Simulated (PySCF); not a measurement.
**Fractional electron number in W²⁺ (tungsten, charge +2)**

The 5d alpha orbital of [Xe] 4f14 5d4 is emptied in steps (occupation f), with all orbitals relaxed, ending at [Xe] 4f14 5d3. All numbers are calculated (PySCF 2.14, a scalar-relativistic core potential, in aug-cc-pVTZ-PP with ECP60MDF). The exact energy is a straight line in f; departures are measured from the line between the end points of the same method.

**Question.** Among PBE0, r2SCAN, LC-wPBE, which shows the largest delocalisation error (convex curve), and which is closest to linear?

**Answer.** Most convex: r2SCAN (-1.208 eV at f = 0.4); closest to linear: LC-wPBE (-0.237 eV).

```
  f  PBE0 (eV)  r2SCAN (eV)  LC-wPBE (eV)
  1      0.000        0.000         0.000
0.8     -0.619       -0.804        -0.158
0.6     -0.930       -1.207        -0.238
0.4     -0.931       -1.208        -0.237
0.2     -0.621       -0.806        -0.157
  0      0.000        0.000         0.000
```

| method | E(f=0) − E(f=1) (eV) | −ε at f=1 (eV) | −ε at f=0.4 (eV) |
| --- | --- | --- | --- |
| PBE0 | 25.948 | 22.093 | 26.720 |
| r2SCAN | 25.839 | 20.818 | 26.840 |
| LC-wPBE | 25.819 | 24.836 | 26.022 |

Reference removal energy between the ground levels: 26 ± 0.4 eV (semi-empirical (NIST evaluation); NIST Atomic Spectra Database, ionization energies). The calculation has no spin-orbit coupling. The determinant left behind need not be the lowest term of the ion.
